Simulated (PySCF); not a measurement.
Method: TPSSh-D3(BJ)/def2-TZVP // CAM-B3LYP-D3(BJ)/def2-TZVP (PySCF 2.14.0). All species are isolated molecules in the gas phase. One relaxed conformer stands for a flexible species; it need not be the lowest. Excitations are Tamm–Dancoff values on a coarser integration grid. The basis has no diffuse functions, so Rydberg states are missing or too high.

Reference species (SMILES): `[SiH3]C/C=C/Cl` (Si–C–C–C torsion 109°) (neutral, multiplicity 1).

* **brightest of the four lowest singlets (TDA)**: 6.43 eV
* **HOMO–LUMO gap**: 5.79 eV
* **T1 excitation (TDA)**: 4.06 eV
* **LUMO**: -0.59 eV

Changed species: `C/C=C(\[SiH3])Cl`.

**Question.** Predict the effect on the brightest of the four lowest singlets (TDA), HOMO–LUMO gap, T1 excitation (TDA) and LUMO.

**Answer.** the brightest of the four lowest singlets (TDA) decreases by 0.27 eV, to 6.16 eV; the HOMO–LUMO gap falls by 0.24 eV, to 5.55 eV; the T1 excitation (TDA) falls by 0.20 eV, to 3.86 eV; the LUMO falls by 0.43 eV, to -1.02 eV.
